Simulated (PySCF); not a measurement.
Computed with PBE-D3(BJ)/def2-TZVP // B3LYP-D3(BJ)/def2-SVP in PySCF. All species are isolated molecules in the gas phase. One relaxed conformer stands for a flexible species; it need not be the lowest. Delta-SCF ions had no search for a lower state. 

Reference species (SMILES): `c1(F)ccoc1B` (neutral, multiplicity 1).

| Quantity | Value |
|---|---|
| HOMO | -6.41 eV |
| vertical ionisation energy (Delta-SCF) | 9.40 eV |

Changed species: `c1(c(F)coc1)B`.

Problem. Predict the effect on the HOMO and vertical ionisation energy (Delta-SCF).

Solution. the HOMO goes up by 0.28 eV, to -6.13 eV; the vertical ionisation energy (Delta-SCF) falls by 0.19 eV, to 9.21 eV.
